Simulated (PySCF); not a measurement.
Computed properties of CH4O4Si, SMILES OC([SiH](O)O)=O

CH₄O₄Si, SMILES O=C(O)[SiH](O)O. Geometry: PBE0-D3(BJ)/def2-SVP. The values are those of a single conformer. All values are computed for the isolated molecule unless a solvent is named; none is compared with measurement here.

**Structure.** All 24 harmonic modes at PBE0-D3(BJ)/def2-SVP (PySCF) are real, so it is a minimum. With heavy atoms numbered as in [O:1]=[C:2]([OH:3])[SiH:4]([OH:5])[OH:6], the shortest bond between them is O1–C2 at 1.210 Å and the longest C2–Si4 at 1.918 Å.

**Vibrations.** The strongest infrared lines (harmonic, unscaled, degenerate partners summed) lie at 939 cm⁻¹ (431 km/mol, H 73 %, O 17 %, Si 10 %), 1832 cm⁻¹ (246 km/mol, C 61 %, O 38 %), 696 cm⁻¹ (196 km/mol, H 69 %, O 20 %, C 10 %). The softest mode is at 55 cm⁻¹ and the zero-point energy is 39.3 kcal/mol.

**Electronic structure.** PBE0/def2-TZVP (PySCF) places the frontier levels at -8.13 and -0.97 eV, a gap of 7.16 eV, and gives a dipole moment of 1.38 D and a mean polarisability of 48.2 bohr³. PBE/def2-TZVP (PySCF) at the same geometry gives -6.59 and -2.01 eV, so its gap is 2.58 eV narrower. An orbital gap is neither the optical nor the fundamental gap.

**Excitations.** TDA-B3LYP/def2-SVPD (PySCF) has S1 at 5.10 eV (243 nm, f = 0.005, weak); the most intense of the 10 singlets computed lies at 8.22 eV (f = 0.09). T1 (TDA) is at 4.42 eV, 0.68 eV under S1. TDA-PBE/def2-SVPD (PySCF) puts S1 at 4.88 eV. No vertical singlet excitation falls in the visible range (under 3.1 eV).

**NMR.** GIAO shifts at HF/pcSseg-1 (PySCF) (non-relativistic, atoms alike by connectivity averaged): ¹³C at 193.8 ppm against TMS; ¹H from 3.6 to 6.9 ppm against TMS; ²⁹Si at -47.6 ppm against TMS.

**Solvation.** SMD-M06-2X/def2-SVP (PySCF) gives -11.0 kcal/mol in water, -4.6 kcal/mol in benzene, -7.8 kcal/mol in acetonitrile (1 M in both phases, gas-phase geometry); of these solvents water holds the molecule best.
